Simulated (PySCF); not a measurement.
P₂, triplet, at a GFN2-xTB geometry (a higher spin typed on purpose: for a closed-shell molecule this is an excited state). Base run: M062X/6-311G** (PySCF).

Here is a job for PySCF.
```python
from pyscf import gto, scf, dft

mol = gto.Mole()
mol.atom = '''
    P    -0.00000000   -0.00000000   -1.02175380
    P     0.00000000    0.00000000    1.02175380
'''
mol.basis = '6-311g**'
mol.spin = 2
mol.verbose = 4
mol.build()

mf = dft.UKS(mol)
mf.xc = 'm062x'
mf.kernel()
```

The base run was repeated with changes; each row names its change, and settings that it needs were set with it.

```tsv
change	ΔE vs base (mEh)	fitting functions
base	0.000	-
auxbasis = cc-pvtz-ri	-10.004	244
auxbasis = cc-pvqz-jkfit	-0.023	296
auxbasis = def2-universal-jfit	2488.5	102
auxbasis = default (with mf = mf.density_fit())	-0.006	242
auxbasis = even-tempered beta=1.6	-0.022	548
only_dfj = on; auxbasis = def2-universal-jfit	-0.261	102
auxbasis = even-tempered beta=3.0	17.054	236
exchange = seminumerical (SGX) (with mf = sgx.sgx_fit(mf, auxbasis='def2-universal-jfit'); with mf.with_df.dfj = True)	17.642	102
auxbasis = even-tempered beta=2.0	-0.051	370
```

A fitting set is made for a task (jfit for Coulomb, jkfit for Coulomb and exchange, ri for correlation) and for a family of orbital bases.

Open shells are given as the SCF converged; they aren't shown to be the lowest states, and a large step between rows can be another state.
